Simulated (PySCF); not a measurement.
**Worked example: oscillator strength and radiative lifetime**

(1S)-1-bromo-1-chloroethane (C2H4BrCl), SMILES C[C@@H](Cl)Br.

Geometry: B3LYP-D3(BJ)/def2-SVP.

TDA-PBE/def2-SVPD run with PySCF puts the first singlet state with f over 0.02 at 6.48 eV (vertical), with the transition dipole (0.003, -0.557, 0.030) in atomic units.

Q: Find the oscillator strength, the wavelength and the radiative lifetime that this transition would have in vacuum if emission retraced absorption.

A: 
|μ|² = 0.3112 au, so |μ| = 1.42 D. ΔE = 6.48/27.211 = 0.2381 hartree. f = (2/3) ΔE |μ|² = 0.049 (the program prints 0.049).
λ = 1239.84/6.48 = 191 nm; ν = 52265 cm⁻¹.
Einstein's coefficient A = 0.6670 ν² f s⁻¹ (ν in cm⁻¹) = 9.0e7 s⁻¹, so τ = 1/A = 11 ns. This state is S6; the lower singlets have f = 0.002, 0.018, 0.002, 0.012, 0.003. The figure is the radiative limit of this one transition; relaxation, internal conversion, crossing to triplets and a medium change what is measured.
